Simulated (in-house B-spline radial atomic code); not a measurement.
A run on an ion of nuclear charge 33 with 33.8 electrons that did not converge. Method: scalar-relativistic (X2C) PBE, spin-polarised, spherical fractional occupations, Fermi nucleus of rms radius 4.0968 fm; computed with a B-spline radial code for spherical atoms.

Command:
```bash
python run_scf.py task.json out
```
Settings (nuclear radius in fm, mass in u):
```
Z                33
configuration    [Ar] 3d10 4s2 4p3.8
hamiltonian      x2c
method           pbe,pbe
spin_polarised   True
nucleus          fermi
rms_radius       4.0968
atomic_mass      74.92159
speed_of_light   137.035999084
```

First and last ten iterations of the last attempt (damped for 15 steps, keeping 80 % of the old Fock matrix, then DIIS):
```
 iter        energy (Eh)    residual
    1       -2260.012925    3.73e-01
    2       -2260.323408    9.46e-02
    3       -2260.462355    5.48e-02
    4       -2260.501956    3.79e-02
    5       -2260.513527    2.69e-02
    6       -2260.517335    1.94e-02
    7       -2260.460101    1.54e-02
    8       -2260.514112    1.14e-02
    9       -2260.517676    8.13e-03
   10       -2260.518933    5.95e-03
  111       -2260.461735    1.47e-02
  112       -2260.461472    1.49e-02
  113       -2260.461514    1.49e-02
  114       -2260.461585    1.49e-02
  115       -2260.461508    1.49e-02
  116       -2260.461335    1.49e-02
  117       -2260.461124    1.50e-02
  118       -2258.546807    6.37e-02
  119       -2260.518591    2.85e-03
  120       -2260.518466    2.98e-03
 not converged after 120 iterations
```

The smallest residual met was 1.3e-03; the threshold is about 3e-07. No energy from this run should be used. The likely cause: this method binds the added charge weakly or not at all at the basis-set limit, so charge moves back and forth between the atom and the box. Time taken, with all properties: 1.9 s on 1 thread of Arm Neoverse V2, with other jobs on the host.
